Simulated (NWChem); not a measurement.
C3HF3; SMILES C#CC(F)(F)F

Question: Give the equilibrium geometry at PBE0/def2-SVP (NWChem) as an XYZ file, with the point group.

Answer: point group C3v; any orientation.
```
7

C      0.0000     0.0000    -2.3315
C      0.0000     0.0000    -1.1249
C      0.0000     0.0000     0.3443
F     -0.8493    -0.9076     0.8219
F     -0.3614     1.1893     0.8219
F      1.2107    -0.2817     0.8219
H      0.0000     0.0000    -3.4074
```
